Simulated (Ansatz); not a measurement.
Ansatz (an electronic-structure program) job for H6PSi2, SMILES [SiH3][P][SiH3], multiplicity 2, PBE-D3(BJ)/def2-SVP. 

Ansatz 0.2 input:
```yaml
crystal:
  periodic: [false, false, false]
  atoms:
    - {symbol: Si, position_ang: [1.67132761, -0.00085370, 0.42862750]}
    - {symbol: P, position_ang: [0.00000000, 0.00000000, -1.10922489]}
    - {symbol: Si, position_ang: [-1.67132761, 0.00085370, 0.42862750]}
    - {symbol: H, position_ang: [1.76117855, 1.35063412, 1.05921094]}
    - {symbol: H, position_ang: [2.96405130, -0.31051919, -0.24494039]}
    - {symbol: H, position_ang: [1.42587782, -1.00873834, 1.50413114]}
    - {symbol: H, position_ang: [-1.42587782, 1.00873835, 1.50413113]}
    - {symbol: H, position_ang: [-2.96405129, 0.31051918, -0.24494040]}
    - {symbol: H, position_ang: [-1.76117856, -1.35063412, 1.05921094]}
basis:
  gaussian:
    orbitals: def2-SVP
hamiltonian:
  xc: pbe
  dispersion: d3bj
magnetization: {spin_polarized: true, initial_magnetization: 1}
relax: {f_tol: 0.002, max_steps: 200}
```

Log of the run:

```
WARN ansatz: RAYON_NUM_THREADS=1 ignored (pool sized by the plan → 1); use --threads N
Functional definition: PBE
integrals: 0.03 GiB planned
947 factors; their error is unknown
mean field: 0.25 GiB planned
mean field evaluation 1: about -25118.9503 eV, gradient 1.1e1 eV
mean field evaluation 2: about -25119.4725 eV, gradient 7.9e0 eV
mean field evaluation 4: about -25120.0716 eV, gradient 2.4e-1 eV
mean field evaluation 8: about -25120.0047 eV, gradient 8.9e-2 eV
mean field evaluation 16: about -25120.0047 eV, gradient 1.7e-5 eV
mean field -25120.00471084 eV, -923.1431461725 hartree, gradient 1.6e-5 eV, S^2 0.753365; 0 other end points of the search recorded, 0 dependent functions left out
the calculation of the forces begins
reference -25120.00474547 eV, -923.1431474452 hartree; 25, 24 occupied and 59, 60 virtual orbitals, 947 factors
relax step   1: F+E_penalty+E_count = -25120.23176130 eV  Δ(F+E_penalty+E_count) = +0.000e0 eV  max|allowed force component| = 2.249e-1 eV/Å  Δτ_max = 0.0000 Å  (31 SCF iters, accepted)
these checks for a lower state are left out or cut short: starts, cluster_reference, orbital_swaps, neighbouring_geometries, increment
integrals: 0.03 GiB planned
947 factors; their error is unknown
mean field: 0.25 GiB planned
mean field -25120.01330657 eV, -923.1434620597 hartree, gradient 2.1e-5 eV, S^2 0.753371; 0 other end points of the search recorded, 0 dependent functions left out
the calculation of the forces begins
reference -25120.01334116 eV, -923.1434633309 hartree; 25, 24 occupied and 59, 60 virtual orbitals, 947 factors
relax step   2: F+E_penalty+E_count = -25120.24092161 eV  Δ(F+E_penalty+E_count) = -9.160e-3 eV  max|allowed force component| = 9.029e-2 eV/Å  Δτ_max = 0.0215 Å  (29 SCF iters, accepted)
these checks for a lower state are left out or cut short: starts, cluster_reference, orbital_swaps, neighbouring_geometries, increment
integrals: 0.03 GiB planned
947 factors; their error is unknown
mean field: 0.25 GiB planned
mean field evaluation 32: about -25120.0154 eV, gradient 1.7e-4 eV
mean field -25120.01538700 eV, -923.1435385142 hartree, gradient 2.4e-5 eV, S^2 0.753371; 0 other end points of the search recorded, 0 dependent functions left out
the calculation of the forces begins
reference -25120.01542167 eV, -923.1435397885 hartree; 25, 24 occupied and 59, 60 virtual orbitals, 947 factors
relax step   3: F+E_penalty+E_count = -25120.24257398 eV  Δ(F+E_penalty+E_count) = -1.652e-3 eV  max|allowed force component| = 1.714e-2 eV/Å  Δτ_max = 0.0202 Å  (29 SCF iters, accepted)
these checks for a lower state are left out or cut short: starts, cluster_reference, orbital_swaps, neighbouring_geometries, increment
integrals: 0.03 GiB planned
947 factors; their error is unknown
mean field: 0.25 GiB planned
mean field -25120.01528922 eV, -923.1435349210 hartree, gradient 6.2e-5 eV, S^2 0.753370; 0 other end points of the search recorded, 0 dependent functions left out
the calculation of the forces begins
reference -25120.01532388 eV, -923.1435361945 hartree; 25, 24 occupied and 59, 60 virtual orbitals, 947 factors
relax step   4: F+E_penalty+E_count = -25120.24268612 eV  Δ(F+E_penalty+E_count) = -1.121e-4 eV  max|allowed force component| = 4.331e-3 eV/Å  Δτ_max = 0.0040 Å  (21 SCF iters, accepted)
these checks for a lower state are left out or cut short: starts, cluster_reference, orbital_swaps, neighbouring_geometries, increment
integrals: 0.03 GiB planned
947 factors; their error is unknown
mean field: 0.25 GiB planned
mean field -25120.01511043 eV, -923.1435283504 hartree, gradient 2.4e-5 eV, S^2 0.753373; 0 other end points of the search recorded, 0 dependent functions left out
the calculation of the forces begins
reference -25120.01514504 eV, -923.1435296224 hartree; 25, 24 occupied and 59, 60 virtual orbitals, 947 factors
relax step   5: F+E_penalty+E_count = -25120.24285007 eV  Δ(F+E_penalty+E_count) = -1.640e-4 eV  max|allowed force component| = 1.052e-2 eV/Å  Δτ_max = 0.0220 Å  (29 SCF iters, accepted)
these checks for a lower state are left out or cut short: starts, cluster_reference, orbital_swaps, neighbouring_geometries, increment
integrals: 0.03 GiB planned
947 factors; their error is unknown
mean field: 0.25 GiB planned
mean field -25120.01489439 eV, -923.1435204113 hartree, gradient 2.4e-5 eV, S^2 0.753374; 0 other end points of the search recorded, 0 dependent functions left out
the calculation of the forces begins
reference -25120.01492898 eV, -923.1435216822 hartree; 25, 24 occupied and 59, 60 virtual orbitals, 947 factors
relax step   6: F+E_penalty+E_count = -25120.24292641 eV  Δ(F+E_penalty+E_count) = -7.634e-5 eV  max|allowed force component| = 1.497e-2 eV/Å  Δτ_max = 0.0234 Å  (28 SCF iters, accepted)
these checks for a lower state are left out or cut short: starts, cluster_reference, orbital_swaps, neighbouring_geometries, increment
integrals: 0.03 GiB planned
947 factors; their error is unknown
mean field: 0.25 GiB planned
mean field -25120.01481034 eV, -923.1435173224 hartree, gradient 6.6e-6 eV, S^2 0.753373; 0 other end points of the search recorded, 0 dependent functions left out
the calculation of the forces begins
reference -25120.01484491 eV, -923.1435185929 hartree; 25, 24 occupied and 59, 60 virtual orbitals, 947 factors
relax step   7: F+E_penalty+E_count = -25120.24296757 eV  Δ(F+E_penalty+E_count) = -4.116e-5 eV  max|allowed force component| = 1.000e-2 eV/Å  Δτ_max = 0.0155 Å  (25 SCF iters, accepted)
these checks for a lower state are left out or cut short: starts, cluster_reference, orbital_swaps, neighbouring_geometries, increment
integrals: 0.03 GiB planned
947 factors; their error is unknown
mean field: 0.25 GiB planned
mean field evaluation 64: about -25120.0817 eV, gradient 3.1e-1 eV
mean field -25120.01486290 eV, -923.1435192540 hartree, gradient 2.4e-5 eV, S^2 0.753372; 0 other end points of the search recorded, 0 dependent functions left out
the calculation of the forces begins
reference -25120.01489748 eV, -923.1435205246 hartree; 25, 24 occupied and 59, 60 virtual orbitals, 947 factors
relax step   8: F+E_penalty+E_count = -25120.24301342 eV  Δ(F+E_penalty+E_count) = -4.584e-5 eV  max|allowed force component| = 5.205e-3 eV/Å  Δτ_max = 0.0187 Å  (28 SCF iters, accepted)
these checks for a lower state are left out or cut short: starts, cluster_reference, orbital_swaps, neighbouring_geometries, increment
integrals: 0.03 GiB planned
947 factors; their error is unknown
mean field: 0.25 GiB planned
mean field -25120.01496739 eV, -923.1435230938 hartree, gradient 1.0e-5 eV, S^2 0.753371; 0 other end points of the search recorded, 0 dependent functions left out
the calculation of the forces begins
reference -25120.01500197 eV, -923.1435243646 hartree; 25, 24 occupied and 59, 60 virtual orbitals, 947 factors
relax step   9: F+E_penalty+E_count = -25120.24302821 eV  Δ(F+E_penalty+E_count) = -1.479e-5 eV  max|allowed force component| = 3.570e-3 eV/Å  Δτ_max = 0.0050 Å  (24 SCF iters, accepted)
these checks for a lower state are left out or cut short: starts, cluster_reference, orbital_swaps, neighbouring_geometries, increment
integrals: 0.03 GiB planned
947 factors; their error is unknown
mean field: 0.25 GiB planned
mean field -25120.01502310 eV, -923.1435251414 hartree, gradient 6.7e-5 eV, S^2 0.753372; 0 other end points of the search recorded, 0 dependent functions left out
the calculation of the forces begins
reference -25120.01505769 eV, -923.1435264122 hartree; 25, 24 occupied and 59, 60 virtual orbitals, 947 factors
relax step  10: F+E_penalty+E_count = -25120.24302738 eV  Δ(F+E_penalty+E_count) = +8.347e-7 eV  max|allowed force component| = 3.085e-3 eV/Å  Δτ_max = 0.0024 Å  (21 SCF iters, rejected (line search))
these checks for a lower state are left out or cut short: starts, cluster_reference, orbital_swaps, neighbouring_geometries, increment
integrals: 0.03 GiB planned
947 factors; their error is unknown
mean field: 0.25 GiB planned
mean field -25120.01500230 eV, -923.1435243768 hartree, gradient 2.1e-5 eV, S^2 0.753372; 0 other end points of the search recorded, 0 dependent functions left out
the calculation of the forces begins
reference -25120.01503688 eV, -923.1435256477 hartree; 25, 24 occupied and 59, 60 virtual orbitals, 947 factors
relax step  11: F+E_penalty+E_count = -25120.24303118 eV  Δ(F+E_penalty+E_count) = -2.971e-6 eV  max|allowed force component| = 4.261e-4 eV/Å  Δτ_max = 0.0010 Å  (21 SCF iters, accepted)
integrals: 0.03 GiB planned
947 factors; their error is unknown
mean field: 0.25 GiB planned
mean field evaluation 96: about -25120.0827 eV, gradient 2.4e-1 eV
mean field -25120.01500230 eV, -923.1435243768 hartree, gradient 2.1e-5 eV, S^2 0.753372; 1 other end points of the search recorded, 0 dependent functions left out
the calculation of the forces begins
reference -25120.01503688 eV, -923.1435256477 hartree; 25, 24 occupied and 59, 60 virtual orbitals, 947 factors
Total energy: -25120.24306576 eV, -923.1519055545 hartree
Atom 0 at     1.648978     0.011182     0.422935 Å, force    -0.000426     0.000067     0.000417 eV/Å
Atom 1 at     0.000000     0.000000    -1.138334 Å, force     0.000000     0.000000     0.000010 eV/Å
Atom 2 at    -1.648978    -0.011182     0.422935 Å, force     0.000426    -0.000067     0.000417 eV/Å
Atom 3 at     1.759623     1.396075     1.009911 Å, force     0.000074    -0.000164    -0.000128 eV/Å
Atom 4 at     2.959858    -0.350258    -0.219007 Å, force     0.000212    -0.000064    -0.000136 eV/Å
Atom 5 at     1.369029    -0.954078     1.547744 Å, force     0.000198     0.000147    -0.000157 eV/Å
Atom 6 at    -1.369029     0.954078     1.547744 Å, force    -0.000198    -0.000147    -0.000157 eV/Å
Atom 7 at    -2.959858     0.350258    -0.219007 Å, force    -0.000212     0.000064    -0.000136 eV/Å
Atom 8 at    -1.759623    -1.396075     1.009911 Å, force    -0.000074     0.000164    -0.000128 eV/Å
Dipole moment:     0.000000    -0.000000     0.140198 e Å
```

Self-consistency was reached.
